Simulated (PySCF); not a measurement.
A PySCF script (with the pyscf-properties extension) for the spin–spin couplings of SMILES N#C/C(F)=C\Br, C3HBrFN, on a GFN2-xTB geometry:

```python
import basis_set_exchange as bse
import numpy as np
from pyscf import gto, dft
from pyscf.data import nist
from pyscf.prop import ssc

atoms = """
N     2.346479    0.889927    0.204192
C     1.392048    0.264683    0.112036
C     0.204840   -0.500027   -0.003056
F     0.374130   -1.833602   -0.030641
C    -1.032636   -0.000820   -0.084023
Br   -1.387120    1.829658   -0.055642
H    -1.894408   -0.644914   -0.169943
"""
names = {"N": "pcJ-1", "C": "pcJ-1", "F": "pcJ-1", "Br": "pcSseg-1", "H": "pcJ-1"}
basis = {el: gto.basis.parse(bse.get_basis(n, elements=[el], fmt="nwchem")) for el, n in names.items()}
mol = gto.M(atom=atoms, basis=basis, charge=0, verbose=0)
mf = dft.RKS(mol, xc="B3LYP")
mf.grids.level = 2
mf.grids.alignment = dft.numint.BLKSIZE   # the property module wants whole blocks of grid points
mf.conv_tol = 1e-9
mf.kernel()

sc = ssc.RKS(mf)
sc.with_fcsd = True   # Fermi contact and spin-dipole together
sc.max_cycle_cphf = 60
g = {"C": 1.4048236, "F": 5.257736, "H": 5.58569468, "N": -0.566378}   # nuclear g factors of 13C, 19F, 1H, 15N
sc.nuc_pair = [(i, j) for i in range(mol.natm) for j in range(i + 1, mol.natm)
               if mol.atom_pure_symbol(i) in g and mol.atom_pure_symbol(j) in g]
K = sc.kernel()
unit = nist.HARTREE2J / nist.PLANCK * (0.5 * nist.E_MASS / nist.PROTON_MASS) ** 2
for (i, j), k in zip(sc.nuc_pair, K):
    a, b = mol.atom_pure_symbol(i), mol.atom_pure_symbol(j)
    J = unit * g[a] * g[b] * np.trace(k) / 3
    if abs(J) >= 1:
        print("%s%d %s%d %8.1f Hz" % (a, i, b, j, J))
```

**Question.** Give the expected output.

**Answer.** 
```
N0 C1    -22.9 Hz
N0 C2      3.5 Hz
N0 F3      1.7 Hz
N0 C4     -2.3 Hz
C1 C2    124.5 Hz
C1 F3     42.0 Hz
C1 C4      7.0 Hz
C1 H6      9.7 Hz
C2 F3   -330.0 Hz
C2 C4    116.8 Hz
C2 H6     -1.5 Hz
F3 C4     45.6 Hz
F3 H6      7.5 Hz
C4 H6    207.9 Hz
```

These numbers come from an equivalent density-fitted implementation of the same equations, which agrees with the script to about 0.1 Hz, so last digits may differ.

Size and cost of the density-fitted run: 186 basis functions, 55 s wall time on 1 thread of an Arm Neoverse N1, shared host; peak memory 0.8 GiB.
